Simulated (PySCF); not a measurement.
## Calculated data, AlH4O2Si

All values are calculated (PySCF 2.14.0). Calculation on a computer-drawn molecule: the log of a Hartree-Fock and frozen-core CCSD(T) single point meant for a local Hartree-Fock minimum, with one planted fault or none, to be diagnosed. Offsets are logged minus clean, where the clean run is the same molecule without the fault. The reference is restricted for singlets and unrestricted otherwise, and also for a bond in bohr or an excited solution. Adding or removing an electron swaps singlet and doublet. The excited solution moves the top pair (singlet) or top alpha electron (doublet) to the lowest empty orbital. Highest occupied and lowest empty are orbital energies over both spins, largest force is the largest gradient component, triples share is (T) over the correlation energy, the T1 limit is 0.02 restricted and 0.045 unrestricted, electrons count all cores, a negative frequency is imaginary (commonest isotopes), and the dipole is about the centre of nuclear charge.

Entry: AlH4O2Si

Logged structure:
```xyz
8
AlH4O2Si
O     -1.3412     1.1251     1.9121
Si    -0.7206    -0.3671     1.5867
O     -1.8587    -1.3151     0.8995
Al    -2.9498    -2.4931     0.3801
H     -1.9118     1.5278     1.2724
H      0.4212    -0.2580     0.6385
H     -4.1135    -2.0463    -0.5793
H     -2.7573    -3.9748     0.8705
```

| Quantity | Value |
| --- | --- |
| meant charge | 0 |
| meant multiplicity | 2 |
| meant basis | cc-pV(D+d)Z |
| logged electrons | 47 |
| logged basis functions | 94 |
| logged SCF converged | yes |
| logged spin squared | 0.7536 |
| logged highest occupied | -8.802 eV |
| logged lowest empty | 1.496 eV |
| logged largest force | 1.663e-05 hartree/bohr |
| logged lowest frequency | 46.959 cm⁻¹ |
| logged T1 diagnostic | 0.01535 |
| logged D1 diagnostic | 0.054213 |
| logged triples share | 0.021072 |
| logged CC converged | yes |
| logged dipole magnitude | 1.5672 debye |
| logged SCF stable within its kind | yes |
| logged energy HF | -683.01685 hartree |
| logged energy CCSD(T) | -683.57336 hartree |
| possible faults | no fault, one electron removed, one electron added, multiplicity raised by two, geometry at a saddle point, SCF held on an excited solution, minimal basis STO-3G, one bond length entered in bohr, all coordinates scaled |

Drawn bonds:
```csv
atom,other atom,order
1,2,1
2,3,1
3,4,1
1,5,1
2,6,1
4,7,1
4,8,1
```

**Q.** Which fault was planted in the run of AlH4O2Si?
**A.** no fault

Further results for AlH4O2Si:

| Item | Value |
| --- | --- |
| HF energy offset from clean run | 0 kcal/mol |
| CCSD(T) energy offset from clean run | 0 kcal/mol |
